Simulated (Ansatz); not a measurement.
Conformers and stereoisomers of C2H8Si2 (`[SiH3]C=C[SiH3]`), each relaxed with PBE0-D4/def2-TZVP in Ansatz. CBS adds the triple-zeta coupled-cluster correction to the MP2 limit.

Not all of them had a frequency check.

Conformer A:

Z-matrix (Å, degrees):
```
Si
C 1 1.864
H 1 1.488 2 110.6
H 1 1.486 2 108.8 3 120.4
H 1 1.488 2 110.6 3 -119.2
C 2 1.337 1 123.6 3 -120.6
H 2 1.091 1 118.1 3 59.4
Si 6 1.864 2 123.6 1 -180.0
H 6 1.091 2 118.3 1 0.0
H 8 1.488 6 110.6 2 -120.5
H 8 1.488 6 110.6 2 120.3
H 8 1.486 6 108.8 2 -0.1
```

Conformer B:

```xyz
12

Si    1.744    0.610    0.122
C     0.004    1.217   -0.188
C    -1.110    0.477   -0.236
Si   -1.252   -1.362    0.066
H     1.904   -0.802   -0.311
H     2.685    1.462   -0.652
H     2.100    0.717    1.563
H    -0.095    2.289   -0.368
H    -2.048    0.991   -0.454
H    -0.188   -1.839    0.987
H    -1.165   -2.124   -1.210
H    -2.579   -1.636    0.680
```

(1) Which is lowest in electronic energy at CCSD(T)/CBS (frozen core, def2 sets), and by how much? (Estimate.)

(2) Give the energies relative to A (kJ/mol) with B2PLYP/def2-TZVPP, B3LYP/def2-TZVPP, CCSD(T)/def2-TZVPP, HF/def2-QZVPP, MP2/def2-QZVPP, HF/CBS(def2), MP2/CBS(def2). (Estimate.)

Results:

(1) The calculation gave: A; B lies 10.4 kJ/mol higher.

(2) Ansatz gave: 
| level | B |
| --- | --- |
| B2PLYP/def2-TZVPP | 12.3 |
| B3LYP/def2-TZVPP | 12.8 |
| CCSD(T)/def2-TZVPP | 10.8 |
| HF/def2-QZVPP | 15.2 |
| MP2/def2-QZVPP | 11.4 |
| HF/CBS(def2) | 15.2 |
| MP2/CBS(def2) | 11.2 |

B3LYP here is the variant with VWN-RPA as its local correlation; programs differ in this.
